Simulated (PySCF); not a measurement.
These 5 structures share the formula C6H18Si4. Method used: PBE0-D3(BJ)/def2-SVP geometry optimisation, gas phase in PySCF. One conformer each; no zero-point energy, no entropy. No frequencies were run at this level. Point groups hold within 0.08 Å.

Task: Order them by energy at this level, lowest first, and give relative energies in kcal/mol.
A. `[CH3:1][CH:2]([CH3:3])[Si@H:4]1[SiH2:5][Si@@H:6]([CH:7]2[CH2:8][CH2:9]2)[SiH2:10]1` with C1–C2–Si4–Si5 -57°, Si5–Si6–C7–C8 145°
B. `[CH3:1][CH:2]([CH3:3])[Si@H:4]1[SiH2:5][Si@H:6]([CH:7]2[CH2:8][CH2:9]2)[SiH2:10]1` with C1–C2–Si4–Si5 -44°, Si5–Si6–C7–C8 -71°, C2–Si4–Si5–Si6 91°, Si4–Si5–Si6–C7 141°, Si6–C7–C8–C9 -110°, Si5–Si6–Si10–Si4 -21°
C. `[CH2:1]=[CH:2][CH2:3][Si@@H:4]1[SiH2:5][SiH2:6][Si@@H:7]1[CH2:8][CH2:9][CH3:10]` with C1–C2–C3–Si4 103°, C2–C3–Si4–Si5 -69°, Si6–Si7–C8–C9 67°, Si7–C8–C9–C10 -179°
D. `[CH2:1]=[CH:2][CH2:3][SiH2:4][Si:5]([SiH3:6])([SiH3:7])[CH:8]1[CH2:9][CH2:10]1` with C1–C2–C3–Si4 -106°, C2–C3–Si4–Si5 58°, C3–Si4–Si5–Si6 54°, Si4–Si5–C8–C9 162°
E. `[CH2:1]=[CH:2][CH2:3][Si@@H:4]1[SiH2:5][SiH2:6][Si@H:7]1[CH2:8][CH2:9][CH3:10]` with C1–C2–C3–Si4 104°, C2–C3–Si4–Si5 -71°, Si6–Si7–C8–C9 164°, Si7–C8–C9–C10 180°, C3–Si4–Si5–Si6 -84°, Si4–Si5–Si6–Si7 -28°, Si5–Si6–Si7–C8 -83°, C3–Si4–Si7–Si6 81°

Result: E (0.0), B (1.2), C (1.8), A (2.4), D (23.6).

As drawn, the lowest has a four-membered ring, which the highest lacks; the highest has a three-membered ring, which the lowest lacks. Neighbours under 2.5 kcal/mol apart (C=CC[Si@@H]1[SiH2][SiH2][Si@H]1CCC and CC(C)[Si@H]1[SiH2][Si@H](C2CC2)[SiH2]1; CC(C)[Si@H]1[SiH2][Si@H](C2CC2)[SiH2]1 and C=CC[Si@@H]1[SiH2][SiH2][Si@@H]1CCC; C=CC[Si@@H]1[SiH2][SiH2][Si@@H]1CCC and CC(C)[Si@H]1[SiH2][Si@@H](C2CC2)[SiH2]1) can change places with a better method, another conformer or zero-point energy. C=CC[Si@@H]1[SiH2][SiH2][Si@H]1CCC and C=CC[Si@@H]1[SiH2][SiH2][Si@@H]1CCC are stereoisomers, 1.8 kcal/mol apart in the conformers taken. CC(C)[Si@H]1[SiH2][Si@H](C2CC2)[SiH2]1 and CC(C)[Si@H]1[SiH2][Si@@H](C2CC2)[SiH2]1 are stereoisomers, 1.2 kcal/mol apart in the conformers taken.

```tsv
SMILES	E (Eh)	E rel (kcal/mol)	dipole (D)	point group	A, B, C (MHz)
C=CC[Si@@H]1[SiH2][SiH2][Si@H]1CCC	-1396.15243	0.0	1.05	C1	1066, 387.8, 339.2
CC(C)[Si@H]1[SiH2][Si@H](C2CC2)[SiH2]1	-1396.15044	1.2	0.64	C1	1363, 400.8, 376.3
C=CC[Si@@H]1[SiH2][SiH2][Si@@H]1CCC	-1396.14962	1.8	1.56	C1	879.1, 409.4, 322.6
CC(C)[Si@H]1[SiH2][Si@@H](C2CC2)[SiH2]1	-1396.14867	2.4	1.48	C1	1023, 471.1, 439.0
C=CC[SiH2][Si]([SiH3])([SiH3])C1CC1	-1396.11483	23.6	0.83	C1	878.0, 464.3, 462.7
```

Task: How do the relative energies change in single points at PBE/pcSseg-1 (no added dispersion term) on the same geometries?

Result: 
| SMILES | PBE0-D3(BJ)/def2-SVP (kcal/mol) | PBE/pcSseg-1 (kcal/mol) | shift |
| --- | --- | --- | --- |
| C=CC[Si@@H]1[SiH2][SiH2][Si@H]1CCC | 0.0 | 0.0 | 0.0 |
| CC(C)[Si@H]1[SiH2][Si@H](C2CC2)[SiH2]1 | 1.2 | 5.5 | +4.3 |
| C=CC[Si@@H]1[SiH2][SiH2][Si@@H]1CCC | 1.8 | 0.9 | -0.9 |
| CC(C)[Si@H]1[SiH2][Si@@H](C2CC2)[SiH2]1 | 2.4 | 6.7 | +4.3 |
| C=CC[SiH2][Si]([SiH3])([SiH3])C1CC1 | 23.6 | 24.9 | +1.3 |

Each column counts from its own lowest isomer. The lowest isomer stays, but the order above it changes; the largest shift is 4.3 kcal/mol.
